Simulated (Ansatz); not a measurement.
Consider the cleavage of the Ge–Ge bond: `[F][GeH2][GeH3]` + HI → `[F][GeH2][I]` + GeH₄.

Program: Ansatz. Geometries: PBE0-D4/def2-TZVP. ΔE: electronic, gas phase. CBS: MP2 limit from def2 TZ/QZ plus the TZ coupled-cluster correction, frozen cores. Elements past krypton have def2 core potentials. For Ge, I outer-core shells are correlated without core-valence functions, which leaves a few kJ/mol of doubt a bond. Scalar relativity is left out up to krypton.

`[F][GeH2][GeH3]`:

Z-matrix (Å, degrees):
```
Ge
Ge 1 2.424
F 1 1.750 2 106.5
H 1 1.539 2 114.0 3 -115.9
H 1 1.539 2 114.0 3 115.9
H 2 1.537 1 109.0 3 179.5
H 2 1.534 1 109.7 3 59.9
H 2 1.534 1 109.8 3 -60.8
```

HI:

```xyz
2

I     0.639   -0.412    0.265
H    -0.639    0.412   -0.265
```

`[F][GeH2][I]`:

Cartesian coordinates in Å:
```
F 1.303 0.178 -1.110
Ge -0.095 0.161 -0.084
I 0.187 -1.733 1.510
H -1.300 -0.095 -0.992
H -0.096 1.489 0.676
```

GeH₄:

```xyz
5

Ge    0.000    0.000    0.000
H     0.910    1.212   -0.238
H     0.776   -1.289   -0.298
H    -1.220    0.088   -0.926
H    -0.466   -0.010    1.462
```

| species | CCSD(T)/CBS(def2) energy (Eh) |
| --- | --- |
| `[F][GeH2][GeH3]` | -4255.04883 |
| HI | -298.03592 |
| `[F][GeH2][I]` | -2474.61172 |
| GeH₄ | -2078.49493 |

**Question.** Work out ΔE.

**Answer.** ΔE = (-2474.61172) + (-2078.49493) − (-4255.04883) − (-298.03592) = -0.02190 Eh = -57.5 kJ/mol.

Largest T1 diagnostic among the species: 0.012.

From PBE to PBE0 (25 % exact exchange), in def2-TZVPP and without D4, ΔE moves by −3.6 kJ/mol. In def2-TZVPP, CCSD(T) changes the Hartree–Fock value by +16.4 kJ/mol (the triples alone add −0.2 kJ/mol) and MP2 by +8.3 kJ/mol. Leaving LDA and LC-ωPBE aside and taking each functional with its dispersion term where it has one, the values, not all of them listed here, spread over 8.9 kJ/mol, from BHLYP-D4 to PBE-D4.
